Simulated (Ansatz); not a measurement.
## A relaxation, step by step

SbH₄Br (SMILES Br.[SbH3]), singlet, PBE0-D4/def2-TZVP (Ansatz 0.2.0). Settings:

```yaml
hamiltonian: {xc: pbe0, dispersion: d4}
relax: {f_tol: 0.005, max_steps: 200}
```

Start (the SMILES describes the start alone):

Br1  (-0.259, 0.371, -2.812)
H2  (-0.836, -0.756, -2.135)
Sb3  (0.249, 0.821, 1.052)
H4  (0.359, 0.202, 2.673)
H5  (1.472, -0.293, 0.535)
H6  (-0.985, -0.345, 0.686)
(Å)

```csv
step,energy less the last (meV),largest force component (eV/Å)
1,20.9,0.661
2,11.0,0.525
3,2.2,0.025
4,1.5,0.018
5,1.1,0.002
6 (rejected trial),1.9,0.188
7,0.9,0.031
8 (rejected trial),1.0,0.083
9,0.8,0.034
10,0.8,0.052
11,0.7,0.046
12,0.5,0.002
13,0.4,0.055
14,0.3,0.022
15,0.2,0.003
16,0.1,0.035
17 (rejected trial),0.2,0.040
18,0.1,0.009
19,0.0,0.006
20,0.0,0.035
21,0.0,0.013
22,0.0,0.004
```

Step 9, positions (Å) and forces (eV/Å):

| atom | x | y | z | Fx | Fy | Fz |
| --- | --- | --- | --- | --- | --- | --- |
| Br1 | -0.279 | 0.375 | -2.798 | -0.017 | -0.034 | 0.014 |
| H2 | -0.789 | -0.847 | -2.279 | 0.017 | 0.034 | -0.014 |
| Sb3 | 0.262 | 0.828 | 1.126 | 0.001 | -0.010 | 0.004 |
| H4 | 0.406 | 0.156 | 2.693 | 0.005 | 0.004 | -0.002 |
| H5 | 1.415 | -0.269 | 0.507 | 0.000 | 0.003 | 0.003 |
| H6 | -1.016 | -0.242 | 0.752 | -0.006 | 0.003 | -0.005 |

Step 15, positions (Å) and forces (eV/Å):

| atom | x | y | z | Fx | Fy | Fz |
| --- | --- | --- | --- | --- | --- | --- |
| Br1 | -0.344 | 0.398 | -2.791 | 0.000 | 0.002 | 0.000 |
| H2 | -0.666 | -0.879 | -2.257 | 0.001 | -0.003 | 0.000 |
| Sb3 | 0.271 | 0.830 | 1.126 | 0.002 | 0.002 | 0.001 |
| H4 | 0.426 | 0.138 | 2.683 | 0.000 | 0.000 | 0.000 |
| H5 | 1.369 | -0.303 | 0.472 | -0.001 | 0.000 | -0.001 |
| H6 | -1.056 | -0.184 | 0.768 | -0.002 | 0.000 | 0.000 |

Step 20, positions (Å) and forces (eV/Å):

```csv
atom,x,y,z,Fx,Fy,Fz
Br1,-0.399,0.405,-2.786,-0.004,-0.035,0.015
H2,-0.536,-0.901,-2.237,0.004,0.035,-0.015
Sb3,0.276,0.835,1.131,-0.004,-0.007,-0.003
H4,0.454,0.110,2.670,0.001,0.001,0.001
H5,1.306,-0.328,0.422,-0.001,0.002,0.002
H6,-1.101,-0.121,0.800,0.004,0.004,0.001
```

Last step (22):

```
6
angstrom
Br -0.3986 0.4050 -2.7840
H -0.5409 -0.9011 -2.2419
Sb 0.2761 0.8344 1.1302
H 0.4518 0.1131 2.6713
H 1.3102 -0.3277 0.4261
H -1.0985 -0.1237 0.7984
```

Hardware: 4 CPU threads of an Arm Neoverse N1, shared host. Wall time about 45 s.
